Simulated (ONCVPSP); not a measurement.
An all-electron radial function and its pseudo partner (V (Z = 23))

Columns: radius, all-electron u(r) and pseudo u(r) of the 3s shell (level -69.83 eV) of vanadium in the configuration [Ne] 3s2 3p6 3d3 4s2; LDA (Perdew-Zunger), scalar-relativistic, ONCV scheme, ONCVPSP 4.0.1.

```csv
r (bohr),all-electron,pseudo
0.075,0.1056,0.0483
0.150,-0.4595,0.1122
0.225,-0.5974,0.2027
0.300,-0.3860,0.3235
0.375,-0.0250,0.4701
0.450,0.3483,0.6310
0.525,0.6635,0.7898
0.600,0.8964,0.9298
0.675,1.0457,1.0370
0.750,1.1230,1.1036
0.825,1.1434,1.1281
0.900,1.1218,1.1139
0.975,1.0713,1.0686
1.050,1.0024,1.0019
1.125,0.9235,0.9233
1.200,0.8402,0.8401
1.275,0.7569,0.7568
1.350,0.6764,0.6763
1.425,0.6003,0.6002
1.500,0.5299,0.5298
1.575,0.4655,0.4655
1.650,0.4073,0.4073
1.725,0.3551,0.3551
1.800,0.3088,0.3087
1.875,0.2678,0.2677
1.950,0.2317,0.2317
```

(1) How many radial nodes do the two functions have?

(2) At about which radius was the pseudo-wave matched?

(3) Is the pseudo-wave norm-conserving?

Answers

(1) The all-electron 3s function has n − l − 1 = 2; the pseudo-wave has 0, since the states of the same l below it are removed with the core.

(2) 1.25 bohr. The columns agree to 0.0005 from 1.05 bohr on; several derivatives are matched, so the curves merge somewhat inside the radius.

(3) Yes: the ONCV scheme keeps the norm inside the radius equal to the all-electron one, which fixes the energy derivative of the logarithmic derivative at the level.
